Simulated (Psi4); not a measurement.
H3AlCl2N (SMILES [NH3]->[Al+]([Cl])[Cl]), charge +1, singlet, at a GFN2-xTB geometry (such geometries of metal compounds can be far from the true shape), atoms displaced at random by about 0.02 Å a coordinate. Base run: Psi4 with HF/STO-3G.

Here is a job for Psi4.
```
memory 2 GB

molecule mol {
1 1
  Al   -0.009311    0.097422    0.032989
  Cl    1.337542    0.936844   -1.152152
  Cl   -1.424176    0.189757    1.392458
  N     0.044542   -1.931822   -0.469092
  H    -0.479773   -2.085121   -1.390074
  H    -0.391372   -2.544931    0.207771
  H     0.999960   -2.245996   -0.683632
}

set basis sto-3g
set reference rhf

optimize('scf')
print_variables()
```

The base run was repeated with changes; each row names its change, and settings that it needs were set with it.

```csv
change,ΔE vs base (µEh),optimiser steps,core-seconds (rough)
base,0.0,9,10
intrafrag_hess = simple,0.0,8,10
step_type = sd,2.0,22,30
g_convergence = nwchem_loose,3.3,7,10
hess_update = bofill,-2.1,13,20
g_convergence = gau,0.1,8,20
intrafrag_hess = lindh,2.3,15,20
```
